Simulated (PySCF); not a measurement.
## Spinor energies of La⁴⁰⁺ (lanthanum, charge +40)

Start: [Ne] 3s2 3p5; 3p1/2 filled at m_j = -1/2, +1/2; 3p3/2 filled at m_j = -1/2, +1/2, +3/2. Calculated with PySCF 2.14 in an even-tempered Gaussian basis (19 s from 8.5 bohr⁻², ratio 2.4; 14 p from 11 bohr⁻², ratio 2.4; 4 d from 43 bohr⁻², ratio 2.6; 4 f from 64 bohr⁻², ratio 2.6): generalised Hartree-Fock with the X2C-1e Hamiltonian and a Gaussian nucleus; one run each with spin-orbit coupling (SO) switched off, then screened by Boettger's factors.

```json
{"spinor shell": "1s1/2", "electrons": "2", "ε, spin-free (eV)": "-41477.5", "ε, screened SO (eV)": "-41471.2", "weight of nominal j (screened SO)": "1.000", "rms radius, screened SO (bohr)": "0.0286"}
{"spinor shell": "2s1/2", "electrons": "2", "ε, spin-free (eV)": "-8603.1", "ε, screened SO (eV)": "-8600.7", "weight of nominal j (screened SO)": "1.000", "rms radius, screened SO (bohr)": "0.115"}
{"spinor shell": "2p1/2", "electrons": "2", "ε, spin-free (eV)": "-7953.7", "ε, screened SO (eV)": "-8249.2", "weight of nominal j (screened SO)": "1.000", "rms radius, screened SO (bohr)": "0.0984"}
{"spinor shell": "3s1/2", "electrons": "2", "ε, spin-free (eV)": "-3282.1", "ε, screened SO (eV)": "-3281.2", "weight of nominal j (screened SO)": "1.000", "rms radius, screened SO (bohr)": "0.279"}
{"spinor shell": "3p1/2", "electrons": "2", "ε, spin-free (eV)": "-3073.7", "ε, screened SO (eV)": "-3144.4", "weight of nominal j (screened SO)": "0.998", "rms radius, screened SO (bohr)": "0.267"}
{"spinor shell": "3p3/2", "electrons": "3", "ε, spin-free (eV)": "-3073.7", "ε, screened SO (eV)": "-3041.7", "weight of nominal j (screened SO)": "0.999", "rms radius, screened SO (bohr)": "0.276"}
```

(1) Where does 2p3/2 lie, and what is the 2p spin-orbit splitting (screened SO)?

```
   quantity    spin-free  screened SO
E (hartree)  -7125.80787  -7130.37090
        M_J          3/2          3/2
       ⟨J²⟩        3.751        3.750
       ⟨L²⟩        2.000        2.015
       ⟨S²⟩        0.750        0.765
```

Each row is a mean over spinors that exchange with the open shell spreads, by up to 20.478 eV (3s1/2).

Breit and QED terms are absent; they matter most for the inner s and p1/2 levels.

Densities and radii are taken from the X2C orbitals without a picture-change correction, which distorts them close to the nucleus.

Without spin-orbit coupling the j labels of p, d and f shells carry no meaning; the spin-free column gives the mean over the occupied spinors of each nl shell.

## Answers

(1) At -7821.3 eV, 427.91 eV above 2p1/2.
